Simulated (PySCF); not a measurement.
Radial density of C (carbon, neutral)

UHF, [He] 2s2 2p2, high-spin 3P determinant. All numbers are calculated (PySCF 2.14, the non-relativistic Hamiltonian (point nucleus), in def2-TZVP).

```csv
r (bohr),4πr²ρ (e/bohr),4πr²(ρα − ρβ)
0.00389,0.02305,0.0000
0.00654,0.06338,0.0000
0.0110,0.1696,0.0001
0.0185,0.4391,0.0002
0.0311,1.068,0.0006
0.0523,2.350,0.0017
0.0880,4.359,0.0054
0.148,6.116,0.0204
0.249,5.438,0.0795
0.419,2.530,0.2894
0.705,1.613,0.7619
1.19,2.377,1.1140
1.99,1.437,0.6880
3.35,0.2394,0.1307
5.64,0.006848,0.0050
```
